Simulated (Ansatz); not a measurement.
Isomers of CdF2⁺ (doublet), relaxed with PBE-D4/def2-TZVP; total energies from Ansatz at PBE0-D4/def2-TZVP.

```json
{"isomer": "A", "description": "point group C2v; 2 × Cd–F 2.08 Å", "energy (Eh)": "-366.90078"}
{"isomer": "B", "description": "point group D∞h; 2 × Cd–F 1.99 Å", "energy (Eh)": "-366.90804"}
```

In the def2 sets Cd takes a core potential; there is no spin–orbit coupling.

The isomers come from a short search, and lower ones may exist.

Q: Work out the relative energies (1 Eh = 2625.5 kJ/mol) and the Boltzmann populations at 1200 K from electronic energies alone (R = 8.314 J/mol/K).

A: ΔE: A 19.1, B 0.0 kJ/mol. RT = 9.98 kJ/mol. Factors exp(−ΔE/RT): A 0.148, B 1; sum 1.148. Populations: A 12.9 %, B 87.1 %. Zero-point energy, vibrational entropy and symmetry numbers are left out and can shift these; an error of 4 kJ/mol changes a ratio by a factor of 1.5. Over the other density-functional and correlated levels in def2 sets, the gap between B and A ranges from -10 to 59 kJ/mol.
